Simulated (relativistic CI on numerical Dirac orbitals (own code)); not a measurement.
W2+: N6,7 absorption edge

Computed with this model: Dirac-Coulomb-Breit CI, separate exchange-only KLI orbitals for each configuration, model QED (radiative potential, 1s self-energy scaled to tabulated hydrogen-like ionisation energies), valence Slater integrals scaled by 0.8, multiplet model of core-to-valence dipole absorption; configurations [Xe] 4f14 5d4 → [Xe] 4f13 5d5; 80 K; Lorentzian 0.45 eV and Gaussian 0.3 eV FWHM. Energies are those of the free ion, without screening or charge transfer. The branching ratio is the share of the lower-energy edge in the whole absorption, uncertain by about 0.02 where the edges overlap. S is read from ⟨S²⟩ = S(S + 1).

Field parameters in Wybourne normalisation: D3d B²₀ = −7Dσ, B⁴₀ = −14Dq − 21Dτ, B⁴₃ = −14√(10/7) Dq; Td as Oh with Dq negative (B⁴₀ = 21Dq, B⁴₄ = √(5/14) B⁴₀). The field is a parameter set, without covalency.

free ion: ground-state S = 1.86, centroid 31.85 eV. Peaks (eV, height): 29.8 (24), 31.4 (100), 33.6 (40).

Td, 10Dq = -17300 cm⁻¹: ground-state S = 0.31, centroid 32.63 eV. Peaks (eV, height): 31.3 (80), 33.2 (100).

D3d, 10Dq = 37200, Dσ = 750, Dτ = -140 cm⁻¹: ground-state S = 0.99, centroid 33.09 eV. Peaks (eV, height): 29.1 (77), 31.3 (10), 32.8 (72), 34.9 (100).

Strongest unbroadened transitions for D3d, 10Dq = 37200, Dσ = 750, Dτ = -140 cm⁻¹:

| Energy (eV) | Relative strength |
| --- | --- |
| 29.10 | 13.3 |
| 29.13 | 53.5 |
| 29.15 | 100.0 |
| 30.09 | 17.9 |
| 32.32 | 25.5 |
| 32.81 | 40.2 |
| 32.83 | 15.9 |
| 32.92 | 15.4 |
| 33.33 | 16.3 |
| 34.55 | 15.5 |
| 34.58 | 23.8 |
| 34.92 | 38.9 |
| 34.94 | 34.7 |
| 34.95 | 15.9 |
| 34.98 | 19.0 |
| 35.07 | 14.8 |
| 35.63 | 12.7 |
| 35.71 | 16.3 |
